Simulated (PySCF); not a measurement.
# ECD: `C[C@@]1(C#N)C[C@@H]1[Se-]`, [C5H6NSe]-, charge -1

Molfile (atoms numbered from 1):
```
C5H6NSe
     RDKit          3D

 13 13  0  0  0  0  0  0  0  0999 V2000
    1.3504    0.6397    0.3521 C   0  0  0  0  0  0  0  0  0  0  0  0
   -0.0481    0.2702   -0.1109 C   0  0  1  0  0  0  0  0  0  0  0  0
   -0.7024    1.3431   -0.7666 C   0  0  0  0  0  0  0  0  0  0  0  0
   -1.1508    2.2387   -1.3267 N   0  0  0  0  0  0  0  0  0  0  0  0
   -0.2924   -1.1228   -0.6541 C   0  0  0  0  0  0  0  0  0  0  0  0
   -0.8239   -0.7591    0.6873 C   0  0  2  0  0  0  0  0  0  0  0  0
   -2.7024   -0.6598    1.0393 Se  0  0  0  0  0  1  0  0  0  0  0  0
    1.3101    1.4693    1.0583 H   0  0  0  0  0  0  0  0  0  0  0  0
    1.9706    0.9384   -0.4959 H   0  0  0  0  0  0  0  0  0  0  0  0
    1.8183   -0.2114    0.8445 H   0  0  0  0  0  0  0  0  0  0  0  0
    0.5587   -1.7889   -0.7328 H   0  0  0  0  0  0  0  0  0  0  0  0
   -1.0051   -1.2131   -1.4617 H   0  0  0  0  0  0  0  0  0  0  0  0
   -0.2875   -1.1439    1.5496 H   0  0  0  0  0  0  0  0  0  0  0  0
  1  2  1  0
  2  3  1  6
  3  4  3  0
  2  5  1  0
  5  6  1  0
  6  7  1  0
  6  2  1  0
  1  8  1  0
  1  9  1  0
  1 10  1  0
  5 11  1  0
  5 12  1  0
  6 13  1  1
M  CHG  1   7  -1
M  END
```

Method used: TDDFT X3LYP/aug-cc-pVDZ circular dichroism and optical rotation, one conformer, gas phase (PySCF 2.14.0). Geometry: GFN2-xTB.

The calculation is non-relativistic, which matters for the atoms heavier than Zn. For a gas-phase anion, states above the detachment energy (about 0.4 eV, taken as minus the energy of the highest occupied orbital) lie in the continuum and depend on the basis.

**Question.** Assign R or S to each stereocentre.

**Answer.** C2 S, C6 S.

**Question.** Which excitations and rotatory strengths does the calculation give?

**Answer.** Rotatory strengths R in 10⁻⁴⁰ esu² cm², velocity form and length form (origin at the centre of mass); f in length form.
```
state  E (eV)  λ (nm)      f  R (velocity)  R (length)                main
    1    2.01     617  0.017          -9.4       -10.0      HOMO→LUMO 0.98
    2    2.12     586  0.005          +0.3        +0.4    HOMO−1→LUMO 0.98
    3    2.50     496  0.013          -0.3        -0.3    HOMO→LUMO+1 0.98
    4    2.61     475  0.005          +7.6        +7.2  HOMO−1→LUMO+1 0.92
```

Among the states computed, the strongest CD band (largest |R|) is state 1. The largest dissymmetry factor in size, g = 4R/(D+G), with D and G the electric and magnetic dipole strengths, is +0.0054 for state 4 (velocity form, f = 0.006), among bands with |R| over 0.5. The mirror image has the same energies and oscillator strengths and all R with the opposite sign.
